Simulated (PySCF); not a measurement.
CdS, SMILES [Cd]=[S].

Geometry optimised at r2SCAN-D4/def2-TZVPD. The def2 effective core potentials stand for the cores of Cd; spin–orbit coupling is left out.

All values below come from TDA-LC-ωPBE/def2-TZVPD in PySCF.

Vertical excitations; the highest root listed may be one member of a degenerate set.  State labels are in the subgroup C2v.

```csv
state,symmetry,energy (eV),λ (nm),f,main pairs
S1,B2,1.14,1086,0.004,HOMO→LUMO (degenerate set)
S2,B1,1.14,1086,0.004,HOMO−1→LUMO (degenerate set)
S3,A1,3.84,323,0.168,"HOMO−2→LUMO 71 %, HOMO−1→LUMO+1 13 %, HOMO→LUMO+2 13 %"
S4,A2,4.84,256,0.000,"HOMO−1→LUMO+2 48 %, HOMO→LUMO+1 48 %"
S5,A1,4.89,253,0.000,"HOMO→LUMO+2, HOMO−1→LUMO+1 (degenerate set)"
S6,A2,4.89,253,0.000,"HOMO→LUMO+1, HOMO−1→LUMO+2 (degenerate set)"
S7,B2,6.71,185,0.003,"HOMO→LUMO+3, HOMO−2→LUMO+2, HOMO→LUMO+7 (degenerate set)"
S8,B1,6.71,185,0.003,"HOMO−1→LUMO+3, HOMO−2→LUMO+1, HOMO−1→LUMO+7 (degenerate set)"
S9,A1,6.73,184,1.103,"HOMO−1→LUMO+1 29 %, HOMO→LUMO+2 29 %, HOMO−2→LUMO 17 %, HOMO−3→LUMO 7 %"
S10,B2,6.96,178,0.311,"HOMO−2→LUMO+2 74 %, HOMO→LUMO+3 20 %"
T1,B2,0.55,2243,0,HOMO→LUMO (degenerate set)
T2,B1,0.55,2243,0,HOMO−1→LUMO (degenerate set)
T3,A1,1.84,675,0,HOMO−2→LUMO 95 %
T4,A1,4.39,282,0,"HOMO→LUMO+2 47 %, HOMO−1→LUMO+1 47 %"
```
Triplets are in the Tamm–Dancoff approximation.
